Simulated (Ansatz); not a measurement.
Input file for Ansatz (a quantum-chemistry and plane-wave program): U-B3LYP/cc-pVTZ on BrGeH3 (SMILES [GeH3][Br]), a point of a bond scan (R = 1.533 Å).

Ansatz 0.2 input:
```yaml
crystal:
  periodic: [false, false, false]
  atoms:
    - {symbol: Ge, position_ang: [-1.14560058, 0.04679150, 0.00463248]}
    - {symbol: Br, position_ang: [1.18424243, -0.04836981, -0.00478874]}
    - {symbol: H, position_ang: [-1.53993749, 1.48382174, -0.35409628]}
    - {symbol: H, position_ang: [-1.60695799, -0.33231658, 1.41625220]}
    - {symbol: H, position_ang: [-1.64237120, -0.95588990, -1.04278950]}
basis:
  gaussian:
    orbitals: cc-pVTZ
hamiltonian:
  xc: {name: B3LYP}
magnetization: {spin_polarized: true, initial_magnetization: 0}
```

The log:

```
WARN ansatz: RAYON_NUM_THREADS=1 ignored (pool sized by the plan → 1); use --threads N
Functional definition: B3LYP
integrals: 0.06 GiB planned
998 factors; their error is unknown
mean field: 0.83 GiB planned
mean field evaluation 1: about -126618.0757 eV, gradient 1.2e1 eV
mean field evaluation 2: about -126618.3186 eV, gradient 9.9e0 eV
mean field evaluation 4: about -126618.5284 eV, gradient 4.3e-1 eV
mean field evaluation 8: about -126618.8703 eV, gradient 3.9e-2 eV
mean field -126618.87033682 eV, -4653.1576595251 hartree, gradient 4.3e-6 eV, S^2 0.000000; 0 other end points of the search recorded, 0 dependent functions left out
reference -126618.87056136 eV, -4653.1576677770 hartree; 35, 35 occupied and 93, 93 virtual orbitals, 998 factors
Total energy: -126618.87056136 eV, -4653.1576677770 hartree
```

Self-consistency was reached.

Cost: about 4 core-seconds (a rough figure).
